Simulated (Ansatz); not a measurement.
System: C2H7Ge (charge 0, doublet). It need not be the lowest isomer of its formula. 
Geometry from a B3LYP-D3(BJ)/def2-TZVP (Ansatz, a quantum-chemistry and plane-wave program) optimisation:
```xyz
10

C      1.6609    -0.6067    -0.1865
Ge    -0.0257     0.3575     0.1987
C     -1.5753    -0.7253    -0.3921
H      1.7233    -0.8075    -1.2588
H      1.6855    -1.5548     0.3496
H      2.5224    -0.0100     0.1095
H     -0.0278     1.7205    -0.5550
H     -1.4869    -0.9252    -1.4627
H     -1.5982    -1.6752     0.1409
H     -2.5085    -0.1945    -0.2101
```
Charge 0, spin multiplicity 2.

Total electronic energies in hartree. Cores are frozen in the correlated levels unless marked. UHF or UKS for open shells. No spin-orbit coupling. The frozen core is the preceding noble-gas configuration, with the filled d and f shells of earlier blocks. No relativistic terms. CBS(X,Y): correlation extrapolated as X^-3; Hartree-Fock from the larger set. The bracket is a focal-point correction in the basis named.

```
level                                                     program  energy (Eh)
-------------------------------------------------  --------------  -----------
HF/cc-pVDZ                                                 Ansatz  -2155.12099
RI-HF/aug-cc-pVTZ                                          Ansatz  -2155.22205
PBE/def2-TZVPD                                             Ansatz  -2156.98416
B97M-V/def2-TZVPD                                          Ansatz  -2157.03175
B3LYP/def2-TZVPD                                           Ansatz  -2157.47762
PBE0/def2-SVP                                              Ansatz  -2156.70763
PBE0/def2-TZVPD                                            Ansatz  -2157.05788
BHLYP-D4/def2-TZVPD                                Ansatz + dftd4  -2157.35501
HSE06-D4/def2-TZVPD                                Ansatz + dftd4  -2157.05756
LC-wPBE-D4/def2-TZVPD                              Ansatz + dftd4  -2157.11002
B2PLYP-D3(BJ)/def2-TZVPD                           Ansatz + dftd3  -2156.92580
RPA@PBE/cc-pVQZ                                            Ansatz  -2156.07784
MP2/cc-pVQZ                                                Ansatz  -2155.72321
RI-MP2/aug-cc-pVQZ                                         Ansatz  -2155.72700
RI-MP2/cc-pVQZ                                             Ansatz  -2155.72301
RI-MP2/CBS(cc-pVTZ,cc-pVQZ)                                Ansatz   -2155.7443
SCS-MP2/cc-pVQZ                                            Ansatz  -2155.73732
CCSD/CBS(cc-pVTZ,cc-pVQZ)                                  Ansatz   -2155.7776
CCSD(T)/6-31G                                              Ansatz  -2155.05625
CCSD(T)/aug-cc-pVDZ                                        Ansatz  -2155.58413
CCSD(T)/aug-cc-pVTZ                                        Ansatz  -2155.75640
RI-MP2/CBS(cc-pVTZ,cc-pVQZ)+[CCSD(T)-MP2]/cc-pVTZ          Ansatz   -2155.8061
CCSD(T)/CBS(aug-cc-pVTZ,aug-cc-pVQZ)                       Ansatz   -2155.7990
```

Totals of different functionals don't rank their quality; only differences between species are comparable.
